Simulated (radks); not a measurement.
Values are calculated unless marked as measured or tabulated.
Question: These are the eigenvalues of the occupied orbitals of an atom or ion with whole-number occupations (eV). Code: a radial shooting solver on a logarithmic mesh with Libxc functionals. Model: non-relativistic Kohn-Sham, PBE, spin-polarised, spherical densities, point nucleus.

orbital  eigenvalue
1s up     -1572.304
1s down   -1568.832
2s up     -154.2303
2s down   -147.4371
2p up     -118.5014
2p down   -110.9357
3s up      -22.1760
3s down    -19.5338
3p up      -14.7555

Which element is it, and in what charge state? The configuration may be excited. Open shells, if any, are filled with parallel spins first.

Answer: Z = 13, aluminium, charge +1: Al+ in [He] 2s2 2p4 3s2 3p2. The list shows which subshells hold electrons but not how many an open one holds; the 1s level, -57.781 hartree, gives Z - s = 10.7 by -(Z - s)^2/2, which with screening narrows Z to a few neighbours, and the depths of the outer levels then fix element, charge and occupations together.
